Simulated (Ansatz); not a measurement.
`F[C](F)(F)[SnH3]` and `O=COC(F)(F)F` differ in one atom or group.

Ansatz, PBE0-D4/def2-TZVP geometries, multiplicity 1. Each molecule was computed in one conformer, which needn't be the lowest.

Elements past krypton have def2 core potentials.

| property | `F[C](F)(F)[SnH3]` |
| --- | --- |
| HOMO energy (PBE/def2-TZVPP) / eV | -7.43 |
| zero-point energy (PBE0-D4/def2-TZVP) / kJ/mol | 88.6 |
| ideal-gas entropy at 298 K and 1 bar (rigid rotor, harmonic PBE0-D4/def2-TZVP) / J/(mol·K) | 344 |
| LUMO energy (B3LYP/def2-TZVPP) / eV | -0.56 |
| HOMO–LUMO gap (PBE/def2-TZVPP) / eV | 6.42 |
| HOMO energy (PBE0/def2-TZVPP) / eV | -8.85 |

(1) Give the same properties after the change, and the shifts. (Best estimate.)

## Answers

(1) Computed: 
```tsv
property	`O=COC(F)(F)F`	shift
HOMO energy (PBE/def2-TZVPP) / eV	-7.54	-0.11
zero-point energy (PBE0-D4/def2-TZVP) / kJ/mol	102.6	14.0
ideal-gas entropy at 298 K and 1 bar (rigid rotor, harmonic PBE0-D4/def2-TZVP) / J/(mol·K)	330	-14
LUMO energy (B3LYP/def2-TZVPP) / eV	-1.32	-0.76
HOMO–LUMO gap (PBE/def2-TZVPP) / eV	5.39	-1.03
HOMO energy (PBE0/def2-TZVPP) / eV	-9.29	-0.44
```

With PBE0 the HOMO falls by 0.44 eV and the LUMO falls by 0.71 eV, so the gap narrows by about 0.27 eV. PBE moves the HOMO by -0.11 eV and ωB97M-V by -0.66 eV.

B3LYP here is the variant with VWN-RPA as its local correlation; programs differ in this.
